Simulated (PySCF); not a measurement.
Hf(OH)3 (H3HfO3), SMILES [OH][Hf]([OH])[OH] (connectivity only; charge and spin as stated), neutral, multiplicity 2.

Coordinates come from a PBE0-D3(BJ)/def2-SVP optimisation. The multiplicity is an assumed one; other spin states were not compared. The isomer is the one that the SMILES or the coordinates give; other isomers of the formula were not compared. The def2 effective core potentials stand for the cores of Hf; spin–orbit coupling is left out. The values are those of a single conformer.

Method: PBE0-D3(BJ)/def2-SVP (PySCF).

Frequencies are harmonic and unscaled.

Modes within 1.5 cm⁻¹ of each other (mostly degenerate sets) share a row, with their intensities summed.

Task: Give all harmonic wavenumbers and intensities. (The exact figures need the calculation; the answer reports its results.)

Result: 
```csv
mode,ν (cm⁻¹),IR (km/mol),moving atoms (share of kinetic energy)
1,89,20.1,"O 58 %, H 21 %, Hf 21 %"
2–3,150,0.4,"O 80 %, H 12 %, Hf 8 %"
4,187,0.0,"H 88 %, O 12 %"
5–6,297,531.5,"H 87 %, O 13 %"
7–8,397,0.0,"H 88 %, O 12 %"
9,402,300.0,"H 77 %, O 21 %"
10–11,693,313.4,"O 81 %, Hf 14 %"
12,710,0.0,O 94 %
13–14,4048,727.3,H 94 %
15,4051,0.0,H 94 %
```
